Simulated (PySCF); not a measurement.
# LuOCl: from structure and modes to constants

All numbers come from PySCF, PBE, basis Lu def2-SVP with ECP28, O def2-SVP, Cl def2-SVP (scalar-relativistic core potentials, no spin–orbit coupling, density fitting).

The singlet minimum has Cs symmetry. Masses (u): Lu 174.94077, O 15.99492, Cl 34.96885.

```xyz
3
charge 0 multiplicity 1, angstrom
Lu   -0.2013    0.0000   -0.2873
O    -1.6899    0.0000    0.7222
Cl    1.7775    0.0000    1.1028
```

Harmonic wavenumbers (cm⁻¹): 153.6 (a', ×1), 327.7 (a', ×1), 833.0 (a', ×1).

Problem. Find the principal moments of inertia and the rotational constants. What kind of rotor is it?

Solution. About the centre of mass I = 37.495, 191.07, 228.57 u Å². With B = 16.8576/I this gives 0.4496, 0.08823, 0.07375 cm⁻¹. The molecule is an asymmetric top with κ = -0.92.

Problem. Give the standard entropy (298.15 K, 1 bar) by its translational, rotational, vibrational and spin parts, and Cp.

Solution. Sackur–Tetrode with M = 225.90 u gives 176.5; rotation with symmetry number 1 gives 108.0; vibration 17.1; spin R ln 1 = 0.0. The total is 301.5 J/(mol K), and Cp = 4 R + 17.2 = 50.5 J/(mol K).

Stability towards spin polarisation was not tested. This need not be the most stable arrangement of these atoms.
